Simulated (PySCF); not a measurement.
Vertical excitations of a molecule C4H7FSi from TDA-PBE/def2-SVPD in PySCF, as energy in eV (oscillator strength): 4.97 (0.004), 5.80 (0.005), 6.22 (0.018), 6.40 (0.027), 6.54 (0.014), 6.70 (0.008), 6.87 (0.005), 6.93 (0.017), 7.10 (0.013), 7.18 (0.083). Lowest triplet (TDA): 4.32 eV. Coordinates come from a B3LYP-D3(BJ)/def2-SVP optimisation. Other conformers were not sampled.

Q: Pick the molecule that these values belong to.
(A) FC1=C[SiH2]CC1
(B) C=C=CC[SiH2]F
(C) C=C/C(F)=C/[SiH3]
(D) C[Si@H]1C=C[C@H]1F

A: D, C[Si@H]1C=C[C@H]1F
